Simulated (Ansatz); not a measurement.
Program: Ansatz. Geometries: PBE0-D4/def2-TZVP. ΔE: electronic, gas phase. CCSD(T)/CBS is the MP2 limit (def2-TZVPP, def2-QZVPP) plus CCSD(T) − MP2 in def2-TZVPP, frozen cores. def2 core potentials past Kr. For Sn outer-core shells are correlated without core-valence functions, which leaves a few kJ/mol of doubt a bond. Each species was taken in one conformer, which may not be the lowest.

Consider the formal exchange of groups at a B–O bond: `OB[O][SnH3]` + `FC[SiH3]` → `OBC(F)[SiH3]` + `[OH][SnH3]`.

```json
{"species": "`OB[O][SnH3]`", "CCSD/CBS(def2) energy (Eh)": "-392.24400"}
{"species": "`FC[SiH3]`", "CCSD/CBS(def2) energy (Eh)": "-429.88738"}
{"species": "`OBC(F)[SiH3]`", "CCSD/CBS(def2) energy (Eh)": "-530.49954"}
{"species": "`[OH][SnH3]`", "CCSD/CBS(def2) energy (Eh)": "-291.57648"}
```

(1) Work out ΔE.

Largest T1 diagnostic among the species: 0.014.

Results:

(1) ΔE = (-530.49954) + (-291.57648) − (-392.24400) − (-429.88738) = 0.05536 Eh = +145.3 kJ/mol. CCSD(T)/CBS gives +144.4 kJ/mol.

In def2-TZVPP, CCSD(T) changes the Hartree–Fock value by −11.4 kJ/mol (the triples alone add −1.0 kJ/mol) and MP2 by −10.7 kJ/mol. From PBE to PBE0 (25 % exact exchange), in def2-TZVPP and without D4, ΔE moves by +3.8 kJ/mol.
